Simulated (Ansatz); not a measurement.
Consider the atomization: `OC1C[SiH2][SiH2]1` → 2 C• + 8 H• + O• + 2 Si•.

Computed with Ansatz on PBE0-D4/def2-TZVP structures; ΔE is electronic, products minus reactants. CBS: MP2 limit from def2 TZ/QZ plus the TZ coupled-cluster correction, frozen cores. This one scheme is used for every species, atoms too. Functionals use def2-TZVPP. Open shells (•) are unrestricted, without spin–orbit coupling. Spin–orbit coupling would lower the free atoms: a little for C, O, Si. Each species was taken in one conformer, which may not be the lowest.

`OC1C[SiH2][SiH2]1`:

```xyz
13

O    -0.400    1.068    1.915
C    -0.411    0.135    0.852
C    -0.698    0.839   -0.483
Si    0.009   -0.478   -1.663
Si    1.178   -0.826    0.315
H    -0.201    0.604    2.732
H    -1.200   -0.619    1.009
H    -1.732    1.171   -0.598
H    -0.050    1.721   -0.557
H     0.648    0.028   -2.905
H    -0.975   -1.537   -2.014
H     2.388    0.035    0.435
H     1.444   -2.141    0.961
```

```
             level  ΔE (kJ/mol)  difference from CCSD(T)/CBS
         revPBE-D4       4512.8                        -40.8
        r2SCAN0-D4       4504.3                        -49.3
          BHLYP-D4       4429.8                       -123.8
            B2PLYP       4481.9                        -71.7
               PBE       4578.0                         24.4
              PBE0       4524.2                        -29.4
           LC-ωPBE       4530.8                        -22.8
       HF/def2-SVP       3320.2                      -1233.4
   CCSD/def2-TZVPP       4369.2                       -184.4
CCSD(T)/def2-TZVPP       4432.6                       -121.0
       CCSD(T)/CBS       4553.6                            0
```

Largest T1 diagnostic among the species: 0.012.

From PBE to PBE0 (25 % exact exchange), in def2-TZVPP and without D4, ΔE moves by −53.7 kJ/mol: exact exchange takes away binding that semilocal exchange gives to molecules. At CCSD(T), def2-SVP lies −274.4 kJ/mol from the extrapolated value and def2-TZVPP −121.0 kJ/mol: correlation converges slowly with the basis, and small sets miss more of it in the bonded molecule than in its fragments.

For atomizations the MP2-based limit and the directly extrapolated one differ by several kJ/mol either way, and by 10 to 25 for some Ge, Se and Sn compounds, so smaller differences from it don't rank the levels.
